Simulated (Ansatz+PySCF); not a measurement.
A calculation with PySCF 2.14.0.

```python
from pyscf import gto, scf, cc

mol = gto.M(atom="""
Ca 0.000000 0.000000 0.000000
O 0.000000 0.000000 1.700000
""", basis='sto-3g', charge=0, spin=0)
mf = scf.UHF(mol)
mf.kernel()
mycc = cc.CCSD(mf, frozen=10).run()
et = mycc.ccsd_t()
print(mf.e_tot, mycc.e_corr, et, mycc.e_tot + et)
```

The script is written out from the run's settings.

Results

```
Converged                       : yes
Reference energy                : -743.52751 hartree
CCSD correlation energy         : -0.14424 hartree
Triples correction              : -0.02091 hartree
Total energy                    : -743.69266 hartree
Spin squared of the determinant : 0.000
```

Caution: large amplitudes, a single reference is doubtful.
